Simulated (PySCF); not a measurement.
# How the method changes the constants of RuCl⁻

State: ⁵Δ (quintet), unpaired electrons σ ↑, π ↑↑, δ ↑. Set-up: basis Ru def2-TZVPPD with ECP28, Cl def2-TZVPPD; scalar-relativistic core potentials; PySCF 2.14. De refers to Ru (4d7 5s1) + Cl⁻ in their high-spin ground configurations, without counterpoise correction. The functionals are run spin-unrestricted. A positive dipole points towards Cl; it is taken about the centre of mass and depends on that origin.

```csv
Level,Re (Å),ωe (cm⁻¹),De (eV),μ (D)
UHF,2.544,198,n/a,-1.65
UHF-MP2,2.329,313,n/a,n/a
UHF-SCS-MP2,2.357,306,n/a,n/a
LDA,2.267,313,2.20,0.09
PBE,2.357,265,1.60,-0.57
PBEsol,2.306,290,1.85,-0.18
PW91,2.356,265,1.61,-0.62
BLYP,2.407,245,1.42,-0.93
r²SCAN,2.361,274,1.72,-0.62
PBE0,2.377,260,1.44,-0.88
r²SCAN0,2.376,268,1.56,-0.90
LC-ωPBE,2.378,264,1.44,-0.69
```

Q: What does a quarter of exact exchange do here, going from PBE to PBE0?

A: PBE0 less PBE: +2.0 pm in Re, -1.9 % in ωe, -0.16 eV in De. Exact exchange removes part of the self-interaction that spreads semilocal densities, and in most molecules shortens and stiffens the bond and lowers De; here Re and ωe go the other way.

Q: What does the step from GGA to meta-GGA do here, going from PBE to r²SCAN?

A: r²SCAN less PBE: +0.4 pm in Re, +3.4 % in ωe, +0.12 eV in De. 

Q: What does a quarter of exact exchange do here, going from r²SCAN to r²SCAN0?

A: r²SCAN0 less r²SCAN: +1.5 pm in Re, -2.2 % in ωe, -0.16 eV in De. Exact exchange removes part of the self-interaction that spreads semilocal densities, and in most molecules shortens and stiffens the bond and lowers De; here Re and ωe go the other way.

Correlated steps freeze 5 core orbitals. The metal atom is held in its measured ground configuration; semilocal functionals can put another filling of s and d lower by some tenths of an eV, and De to that atom would be smaller. Spin–orbit coupling is left out, which matters for elements this heavy, above all for dissociation energies. For an ion De counts to the pair picked by the measured ionisation energies or electron affinities, which need not be the lowest pair at this level. The highest Kohn–Sham level is positive in this anion. Much of that is self-interaction error, but it also means that the finite basis helps to hold the extra electron. With d or f electrons several states lie close, and the lowest PBE0 determinant need not be the measured ground state.

The whole job (state search and all levels along the bond) took about 7.4 min on 2 threads of Arm Neoverse V1 (shared host), peak memory 3.7 GiB.
